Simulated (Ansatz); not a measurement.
`N[Si](N)(O)O[SiH3]` + H₂ → `N[SiH](N)O[SiH3]` + H₂O  (hydrogenolysis of the Si–O bond)

Computed with Ansatz on PBE0-D4/def2-TZVP structures; ΔE is electronic, products minus reactants. CCSD(T)/CBS adds triple-zeta CCSD(T) − MP2 to the extrapolated MP2 energy (def2 sets, frozen cores). This one scheme is used for every species. Functionals use def2-TZVPP. B3LYP here is the variant with VWN-RPA as its local correlation; programs differ in this. One conformer a species, not always the lowest.

| level | ΔE (kJ/mol) | difference from CCSD(T)/CBS |
| --- | --- | --- |
| PBE-D4 | 92.6 | -4.5 |
| r2SCAN-D4 | 105.0 | 7.9 |
| PBE0-D4 | 94.0 | -3.1 |
| B3LYP-D4 | 99.9 | 2.8 |
| ωB97X-V | 98.4 | 1.3 |
| ωB97M-V | 101.0 | 3.9 |
| B2PLYP | 97.3 | 0.2 |
| PBE | 88.0 | -9.1 |
| r2SCAN | 103.7 | 6.6 |
| PBE0 | 90.0 | -7.1 |
| B3LYP | 92.6 | -4.5 |
| HF/def2-TZVPP | 93.8 | -3.3 |
| MP2/def2-TZVPP | 102.2 | 5.1 |
| SCS-MP2/def2-TZVPP | 98.9 | 1.8 |
| CCSD/def2-TZVPP | 96.2 | -0.9 |
| CCSD(T)/def2-TZVPP | 98.1 | 1.0 |
| HF/def2-QZVPP | 93.9 | -3.2 |
| MP2/def2-QZVPP | 101.6 | 4.5 |
| SCS-MP2/def2-QZVPP | 98.4 | 1.3 |
| HF/CBS(def2) | 93.9 | -3.2 |
| MP2/CBS(def2) | 101.2 | 4.1 |
| CCSD/CBS(def2) | 95.2 | -1.9 |
| CCSD(T)/CBS | 97.1 | 0 |

Largest T1 diagnostic among the species: 0.011.

The D4 term adds +7.3 kJ/mol with B3LYP and +4.0 kJ/mol with PBE0; it sums over pairs of atoms, weighted by their polarisabilities, and B3LYP, whose exchange is more repulsive, gets the larger term. In def2-TZVPP, CCSD(T) changes the Hartree–Fock value by +4.3 kJ/mol (the triples alone add +1.9 kJ/mol) and MP2 by +8.4 kJ/mol.
